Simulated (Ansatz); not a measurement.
Input file for Ansatz (a first-principles code): R-B3LYP-D3(BJ)/def2-TZVP on CH4BeSe (SMILES [CH3][Be][SeH]).

Ansatz 0.2 input:
```yaml
crystal:
  periodic: [false, false, false]
  atoms:
    - {symbol: Be, position_ang: [-0.33967540, 0.42397491, 0.03331724]}
    - {symbol: C, position_ang: [0.90038816, -0.67699342, -0.43193293]}
    - {symbol: H, position_ang: [0.59790287, -1.68229570, -0.44614413]}
    - {symbol: H, position_ang: [1.76649050, -0.65120316, 0.26083774]}
    - {symbol: H, position_ang: [1.34180828, -0.50910936, -1.40188504]}
    - {symbol: Se, position_ang: [-1.74429394, 1.76021571, 0.42204768]}
    - {symbol: H, position_ang: [-2.57362445, 1.29760925, 1.48926530]}
basis:
  gaussian:
    orbitals: def2-TZVP
hamiltonian:
  xc: b3lyp
  dispersion: d3bj
relax: {f_tol: 0.003, max_steps: 120}
```

It printed:

```
WARN ansatz: RAYON_NUM_THREADS=1 ignored (pool sized by the plan → 1); use --threads N
Functional definition: B3LYP
integrals: 0.04 GiB planned
906 factors; their error is unknown
mean field: 0.39 GiB planned
mean field evaluation 1: about -66848.2819 eV, gradient 5.7e1 eV
mean field evaluation 2: about -66843.4459 eV, gradient 6.5e1 eV
mean field evaluation 4: about -66855.6011 eV, gradient 2.5e0 eV
mean field evaluation 8: about -66855.9396 eV, gradient 9.4e-2 eV
mean field -66855.93963190 eV, -2456.9104648888 hartree, gradient 2.7e-5 eV, S^2 0.000000; 0 other end points of the search recorded, 0 dependent functions left out
the calculation of the forces begins
reference -66855.93987844 eV, -2456.9104739489 hartree; 24, 24 occupied and 98, 98 virtual orbitals, 906 factors
relax step   1: F+E_penalty+E_count = -66856.14022853 eV  Δ(F+E_penalty+E_count) = +0.000e0 eV  max|allowed force component| = 1.602e0 eV/Å  Δτ_max = 0.0000 Å  (26 SCF iters, accepted)
these checks for a lower state are left out or cut short: starts, cluster_reference, orbital_swaps, neighbouring_geometries, increment
integrals: 0.04 GiB planned
906 factors; their error is unknown
mean field: 0.39 GiB planned
mean field evaluation 16: about -66855.7186 eV, gradient 6.9e0 eV
mean field -66856.15195814 eV, -2456.9182677342 hartree, gradient 9.2e-6 eV, S^2 0.000000; 0 other end points of the search recorded, 0 dependent functions left out
the calculation of the forces begins
reference -66856.15220611 eV, -2456.9182768468 hartree; 24, 24 occupied and 98, 98 virtual orbitals, 906 factors
relax step   2: F+E_penalty+E_count = -66856.35412100 eV  Δ(F+E_penalty+E_count) = -2.139e-1 eV  max|allowed force component| = 4.113e-1 eV/Å  Δτ_max = 0.1795 Å  (31 SCF iters, accepted)
these checks for a lower state are left out or cut short: starts, cluster_reference, orbital_swaps, neighbouring_geometries, increment
integrals: 0.04 GiB planned
906 factors; their error is unknown
mean field: 0.39 GiB planned
mean field -66856.17558300 eV, -2456.9191359317 hartree, gradient 1.4e-5 eV, S^2 0.000000; 0 other end points of the search recorded, 0 dependent functions left out
the calculation of the forces begins
reference -66856.17583135 eV, -2456.9191450587 hartree; 24, 24 occupied and 98, 98 virtual orbitals, 906 factors
relax step   3: F+E_penalty+E_count = -66856.37809263 eV  Δ(F+E_penalty+E_count) = -2.397e-2 eV  max|allowed force component| = 1.782e-1 eV/Å  Δτ_max = 0.1368 Å  (30 SCF iters, accepted)
these checks for a lower state are left out or cut short: starts, cluster_reference, orbital_swaps, neighbouring_geometries, increment
integrals: 0.04 GiB planned
906 factors; their error is unknown
mean field: 0.39 GiB planned
mean field evaluation 32: about -66856.1807 eV, gradient 3.7e-1 eV
mean field -66856.18085248 eV, -2456.9193295816 hartree, gradient 1.5e-5 eV, S^2 0.000000; 0 other end points of the search recorded, 0 dependent functions left out
the calculation of the forces begins
reference -66856.18110097 eV, -2456.9193387136 hartree; 24, 24 occupied and 98, 98 virtual orbitals, 906 factors
relax step   4: F+E_penalty+E_count = -66856.38338790 eV  Δ(F+E_penalty+E_count) = -5.295e-3 eV  max|allowed force component| = 6.476e-2 eV/Å  Δτ_max = 0.0805 Å  (30 SCF iters, accepted)
these checks for a lower state are left out or cut short: starts, cluster_reference, orbital_swaps, neighbouring_geometries, increment
integrals: 0.04 GiB planned
906 factors; their error is unknown
mean field: 0.39 GiB planned
mean field -66856.18155769 eV, -2456.9193554977 hartree, gradient 1.5e-5 eV, S^2 0.000000; 0 other end points of the search recorded, 0 dependent functions left out
the calculation of the forces begins
reference -66856.18180611 eV, -2456.9193646269 hartree; 24, 24 occupied and 98, 98 virtual orbitals, 906 factors
relax step   5: F+E_penalty+E_count = -66856.38410607 eV  Δ(F+E_penalty+E_count) = -7.182e-4 eV  max|allowed force component| = 5.437e-2 eV/Å  Δτ_max = 0.0327 Å  (30 SCF iters, accepted)
these checks for a lower state are left out or cut short: starts, cluster_reference, orbital_swaps, neighbouring_geometries, increment
integrals: 0.04 GiB planned
906 factors; their error is unknown
mean field: 0.39 GiB planned
mean field -66856.18219893 eV, -2456.9193790626 hartree, gradient 1.6e-5 eV, S^2 0.000000; 0 other end points of the search recorded, 0 dependent functions left out
the calculation of the forces begins
reference -66856.1
[...]
14e-2 eV/Å  Δτ_max = 0.0113 Å  (31 SCF iters, accepted)
these checks for a lower state are left out or cut short: starts, cluster_reference, orbital_swaps, neighbouring_geometries, increment
integrals: 0.04 GiB planned
906 factors; their error is unknown
mean field: 0.39 GiB planned
mean field -66856.18228132 eV, -2456.9193820905 hartree, gradient 1.6e-5 eV, S^2 0.000000; 0 other end points of the search recorded, 0 dependent functions left out
the calculation of the forces begins
reference -66856.18252992 eV, -2456.9193912263 hartree; 24, 24 occupied and 98, 98 virtual orbitals, 906 factors
relax step  14: F+E_penalty+E_count = -66856.38479939 eV  Δ(F+E_penalty+E_count) = -6.990e-6 eV  max|allowed force component| = 1.392e-2 eV/Å  Δτ_max = 0.0096 Å  (32 SCF iters, accepted)
these checks for a lower state are left out or cut short: starts, cluster_reference, orbital_swaps, neighbouring_geometries, increment
integrals: 0.04 GiB planned
906 factors; their error is unknown
mean field: 0.39 GiB planned
mean field -66856.18229502 eV, -2456.9193825939 hartree, gradient 1.6e-5 eV, S^2 0.000000; 0 other end points of the search recorded, 0 dependent functions left out
the calculation of the forces begins
reference -66856.18254361 eV, -2456.9193917295 hartree; 24, 24 occupied and 98, 98 virtual orbitals, 906 factors
relax step  15: F+E_penalty+E_count = -66856.38480715 eV  Δ(F+E_penalty+E_count) = -7.767e-6 eV  max|allowed force component| = 1.152e-2 eV/Å  Δτ_max = 0.0091 Å  (32 SCF iters, accepted)
these checks for a lower state are left out or cut short: starts, cluster_reference, orbital_swaps, neighbouring_geometries, increment
integrals: 0.04 GiB planned
906 factors; their error is unknown
mean field: 0.39 GiB planned
mean field -66856.18230602 eV, -2456.9193829981 hartree, gradient 1.7e-5 eV, S^2 0.000000; 0 other end points of the search recorded, 0 dependent functions left out
the calculation of the forces begins
reference -66856.18255459 eV, -2456.9193921329 hartree; 24, 24 occupied and 98, 98 virtual orbitals, 906 factors
relax step  16: F+E_penalty+E_count = -66856.38481768 eV  Δ(F+E_penalty+E_count) = -1.052e-5 eV  max|allowed force component| = 8.148e-3 eV/Å  Δτ_max = 0.0164 Å  (31 SCF iters, accepted)
these checks for a lower state are left out or cut short: starts, cluster_reference, orbital_swaps, neighbouring_geometries, increment
integrals: 0.04 GiB planned
906 factors; their error is unknown
mean field: 0.39 GiB planned
mean field -66856.18231137 eV, -2456.9193831947 hartree, gradient 1.5e-5 eV, S^2 0.000000; 0 other end points of the search recorded, 0 dependent functions left out
the calculation of the forces begins
reference -66856.18255991 eV, -2456.9193923284 hartree; 24, 24 occupied and 98, 98 virtual orbitals, 906 factors
relax step  17: F+E_penalty+E_count = -66856.38482268 eV  Δ(F+E_penalty+E_count) = -5.000e-6 eV  max|allowed force component| = 1.058e-2 eV/Å  Δτ_max = 0.0182 Å  (30 SCF iters, accepted)
these checks for a lower state are left out or cut short: starts, cluster_reference, orbital_swaps, neighbouring_geometries, increment
integrals: 0.04 GiB planned
906 factors; their error is unknown
mean field: 0.39 GiB planned
mean field evaluation 128: about -66855.8596 eV, gradient 3.9e-1 eV
mean field -66856.18231299 eV, -2456.9193832544 hartree, gradient 1.6e-5 eV, S^2 0.000000; 0 other end points of the search recorded, 0 dependent functions left out
the calculation of the forces begins
reference -66856.18256152 eV, -2456.9193923876 hartree; 24, 24 occupied and 98, 98 virtual orbitals, 906 factors
relax step  18: F+E_penalty+E_count = -66856.38482591 eV  Δ(F+E_penalty+E_count) = -3.237e-6 eV  max|allowed force component| = 7.341e-3 eV/Å  Δτ_max = 0.0033 Å  (31 SCF iters, accepted)
these checks for a lower state are left out or cut short: starts, cluster_reference, orbital_swaps, neighbouring_geometries, increment
integrals: 0.04 GiB planned
906 factors; their error is unknown
mean field: 0.39 GiB planned
mean field -66856.18232128 eV, -2456.9193835589 hartree, gradient 1.6e-5 eV, S^2 0.000000; 0 other end points of the search recorded, 0 dependent functions left out
the calculation of the forces begins
reference -66856.18256978 eV, -2456.9193926912 hartree; 24, 24 occupied and 98, 98 virtual orbitals, 906 factors
relax step  19: F+E_penalty+E_count = -66856.38482977 eV  Δ(F+E_penalty+E_count) = -3.851e-6 eV  max|allowed force component| = 2.175e-3 eV/Å  Δτ_max = 0.0077 Å  (31 SCF iters, accepted)
these checks for a lower state are left out or cut short: starts, cluster_reference, orbital_swaps, neighbouring_geometries, increment
integrals: 0.04 GiB planned
906 factors; their error is unknown
mean field: 0.39 GiB planned
mean field -66856.18231968 eV, -2456.9193835004 hartree, gradient 1.6e-5 eV, S^2 0.000000; 0 other end points of the search recorded, 0 dependent functions left out
the calculation of the forces begins
reference -66856.18256814 eV, -2456.9193926311 hartree; 24, 24 occupied and 98, 98 virtual orbitals, 906 factors
relax step  20: F+E_penalty+E_count = -66856.38483317 eV  Δ(F+E_penalty+E_count) = -3.405e-6 eV  max|allowed force component| = 1.081e-3 eV/Å  Δτ_max = 0.0126 Å  (31 SCF iters, accepted)
these checks for a lower state are left out or cut short: starts, cluster_reference, orbital_swaps, neighbouring_geometries, increment
integrals: 0.04 GiB planned
906 factors; their error is unknown
mean field: 0.39 GiB planned
mean field -66856.18232098 eV, -2456.9193835479 hartree, gradient 1.6e-5 eV, S^2 0.000000; 0 other end points of the search recorded, 0 dependent functions left out
the calculation of the forces begins
reference -66856.18256939 eV, -2456.9193926771 hartree; 24, 24 occupied and 98, 98 virtual orbitals, 906 factors
relax step  21: F+E_penalty+E_count = -66856.38483384 eV  Δ(F+E_penalty+E_count) = -6.743e-7 eV  max|allowed force component| = 7.286e-3 eV/Å  Δτ_max = 0.0164 Å  (30 SCF iters, accepted)
these checks for a lower state are left out or cut short: starts, cluster_reference, orbital_swaps, neighbouring_geometries, increment
integrals: 0.04 GiB planned
906 factors; their error is unknown
mean field: 0.39 GiB planned
mean field evaluation 160: about -66856.1823 eV, gradient 1.9e-3 eV
mean field -66856.18232208 eV, -2456.9193835885 hartree, gradient 1.6e-5 eV, S^2 0.000000; 0 other end points of the search recorded, 0 dependent functions left out
the calculation of the forces begins
reference -66856.18257050 eV, -2456.9193927179 hartree; 24, 24 occupied and 98, 98 virtual orbitals, 906 factors
relax step  22: F+E_penalty+E_count = -66856.38483520 eV  Δ(F+E_penalty+E_count) = -1.355e-6 eV  max|allowed force component| = 1.881e-3 eV/Å  Δτ_max = 0.0031 Å  (32 SCF iters, accepted)
integrals: 0.04 GiB planned
906 factors; their error is unknown
mean field: 0.39 GiB planned
mean field -66856.18232208 eV, -2456.9193835885 hartree, gradient 1.6e-5 eV, S^2 0.000000; 1 other end points of the search recorded, 0 dependent functions left out
the calculation of the forces begins
reference -66856.18257050 eV, -2456.9193927179 hartree; 24, 24 occupied and 98, 98 virtual orbitals, 906 factors
Total energy: -66856.38508362 eV, -2456.9268349377 hartree
Atom 0 at    -0.358516     0.443215    -0.067009 Å, force     0.000105    -0.000017    -0.000292 eV/Å
Atom 1 at     0.863981    -0.653404    -0.391247 Å, force     0.000457    -0.000352    -0.000322 eV/Å
Atom 2 at     0.488318    -1.678682    -0.463561 Å, force     0.000354     0.000776     0.000077 eV/Å
Atom 3 at     1.640314    -0.645099     0.379880 Å, force    -0.000480    -0.000127    -0.000493 eV/Å
Atom 4 at     1.357982    -0.428273    -1.342540 Å, force    -0.000515    -0.000151     0.000927 eV/Å
Atom 5 at    -1.841336     1.811284     0.281364 Å, force    -0.000390    -0.001252     0.001881 eV/Å
Atom 6 at    -2.201747     1.113158     1.528620 Å, force     0.000470     0.001123    -0.001779 eV/Å
Dipole moment:     0.108914    -0.167796     0.050277 e Å
```

The run converged.

Cost: roughly 50 core-seconds.
